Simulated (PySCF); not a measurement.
## Working out the ionisation energy of Ar⁺

Ar⁺ [Ne] 3s2 3p5 (2P) → Ar²⁺ [Ne] 3s2 3p4 (3P). All numbers are calculated (PySCF 2.14, the non-relativistic Hamiltonian (point nucleus), in aug-cc-pV(D+d)Z (5s4p3d, 32 functions)). Frozen: [Ne]. Energies in hartree (1 hartree = 27.21139 eV):

| part | Ar⁺ (lower) | Ar²⁺ (upper) |
| --- | --- | --- |
| UHF | -526.261706 | -525.291650 |
| CCSD correlation | -0.143165 | -0.118283 |
| (T) | -0.002075 | -0.001511 |

**Question.** What does Hartree-Fock give?

**Answer.** (-525.291650) − (-526.261706) = 0.970056 hartree = 26.397 eV.

**Question.** What do CCSD and CCSD(T) give?

**Answer.** The CCSD correlation energies differ by 0.024882 hartree = 0.677 eV and the triples by 0.000564 hartree = 0.015 eV, so CCSD gives 27.074 eV and CCSD(T) 27.089 eV.

Reference: 27.630 eV (measured; NIST Atomic Spectra Database, ionization energies), between the lowest levels; spin-orbit coupling is absent from the calculation.

What remains against the reference includes basis incompleteness, the frozen core and higher excitations.
